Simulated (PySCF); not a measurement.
## Basis and Hamiltonian dependence of the excitation energy of V

V [Ar] 3d3 4s2 (4F) → V [Ar] 3d2 4s2 5s1 (4F). Calculated with PySCF 2.14 from differences of total energies of unrestricted determinants, without spin-orbit coupling. Values in eV.

```json
{"basis": "aug-cc-pVDZ", "Hamiltonian": "non-relativistic", "functions": "59", "UHF": "8.410", "LDA": "9.742", "PBE0": "9.432", "MP2 (valence)": "8.668"}
{"basis": "aug-cc-pVDZ-DK", "Hamiltonian": "spin-free X2C", "functions": "59", "UHF": "8.137", "LDA": "9.509", "PBE0": "9.186", "MP2 (valence)": "8.404"}
{"basis": "ANO-RCC-VTZP", "Hamiltonian": "spin-free X2C", "functions": "59", "UHF": "8.329", "LDA": "9.614", "PBE0": "9.298", "MP2 (valence)": "8.617"}
{"basis": "x2c-TZVPPall with one added diffuse shell each of s, p, d, f type", "Hamiltonian": "spin-free X2C", "functions": "80", "UHF": "7.949", "LDA": "9.406", "PBE0": "9.007", "MP2 (valence)": "8.245"}
{"basis": "aug-cc-pVTZ", "Hamiltonian": "non-relativistic", "functions": "93", "UHF": "8.150", "LDA": "9.549", "PBE0": "9.169", "MP2 (valence)": "8.446"}
{"basis": "aug-cc-pVTZ with one added diffuse shell each of s, p, d, f, g type", "Hamiltonian": "non-relativistic", "functions": "118", "UHF": "8.146", "LDA": "9.549", "PBE0": "9.169", "MP2 (valence)": "8.447"}
{"basis": "x2c-QZVPPall with one added diffuse shell each of s, p, d, f, g type", "Hamiltonian": "spin-free X2C", "functions": "121", "UHF": "7.893", "LDA": "9.336", "PBE0": "8.945", "MP2 (valence)": "8.224"}
{"basis": "aug-cc-pwCVTZ", "Hamiltonian": "non-relativistic", "functions": "127", "UHF": "8.141", "LDA": "9.541", "PBE0": "9.162", "MP2 (valence)": "8.461"}
{"basis": "aug-cc-pVQZ-DK", "Hamiltonian": "spin-free X2C", "functions": "140", "UHF": "7.879", "LDA": "9.306", "PBE0": "8.919", "MP2 (valence)": "8.217"}
```

Frozen in the all-electron rows: valence: [Ar].

At MP2 (valence), ANO-RCC-VTZP lies more than 0.3 eV from the median of the rows with comparable relativity. Of these, ANO-RCC-VTZP has no diffuse functions of the l that the added or promoted electron needs.

Non-relativistic rows lack the scalar-relativistic shift. The upper state lies above the first ionisation limit, where it may autoionise and the basis confines it. A Rydberg-like electron needs more diffuse functions than a valence basis has.
